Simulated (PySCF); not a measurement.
CH₂Cl₃FSi, SMILES FC[Si](Cl)(Cl)Cl. Atoms are numbered in the order given.

```xyz
8

F      2.4294    -0.9746     0.0000
C      1.1396    -1.4695     0.0000
Si    -0.1060    -0.0533     0.0000
Cl     0.1351     1.1113     1.6749
Cl     0.1351     1.1113    -1.6749
Cl    -1.9865    -0.8970     0.0000
H      0.9809    -2.1002     0.8934
H      0.9809    -2.1002    -0.8934
```

Geometry optimised at B3LYP-D3(BJ)/def2-SVP. Other conformers were not sampled.

These are B3LYP/pcSseg-1 (PySCF) values and carry that method's errors.

GIAO shieldings, no solvent; atoms listed in one row are averaged. δ = σ(ref) − σ: ¹⁹F against CFCl3 (σ = 161.7 ppm); ¹³C against TMS (σ = 181.3 ppm); ²⁹Si against TMS (σ = 338.7 ppm); ³⁵Cl against HCl (σ = 933.3 ppm); ¹H against TMS (σ = 31.68 ppm), references at their B3LYP-D3(BJ)/def2-TZVP geometries, non-relativistic (without spin–orbit terms, shifts of atoms bonded to Cl or Br come out too high).

**Question.** Estimate the chemical shifts. (An estimate is asked for; the answer gives what the named calculation found.)

**Answer.** 
| nucleus | atoms | count | δ (ppm) |
|---|---|---|---|
| ¹⁹F | F1 | 1 | -294.0 |
| ¹³C | C2 | 1 | 85.7 |
| ²⁹Si | Si3 | 1 | 33.2 |
| ³⁵Cl | Cl5, Cl4 | 2 | 131.3 |
| ³⁵Cl | Cl6 | 1 | 122.1 |
| ¹H | H7, H8 | 2 | 4.76 |
